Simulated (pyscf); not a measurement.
PySCF, gas phase, ωB97X-D3(BJ)/def2-SVP geometries. Correlated levels are frozen-core, on RHF or UHF. ΔMP2 is the change of the MP2 total energy from the triple- to the quadruple-zeta basis.

Problem. For the elementary gas-phase step •HC=CH–CH₃ (SMILES [CH]=CC) → •H₂C–CH=CH₂ (SMILES [CH2]C=C) (doublet surface; C–H broken, C–H formed), what barrier and reaction energy does CCSD/def2-TZVPP give, measured from the reactant's lowest minimum found?

Solution. ΔE‡ = 46.0 kcal/mol, ΔE = -23.8 kcal/mol. CCSD(T)/def2-TZVPP + ΔMP2(QZVPP) gives 43.7 kcal/mol and -23.9 kcal/mol. Zero-point energy shifts the barrier by -3.4 kcal/mol. It is a hydrogen shift, with an imaginary mode of 2264i cm⁻¹. This is the saddle that the search found; another between the same sides may lie lower. The CCSD(T) − MP2 part came from Ansatz, without density fitting, on the same reference. A UHF reference is spin-contaminated (<S²> up to 1.01), which harms MP2 most.
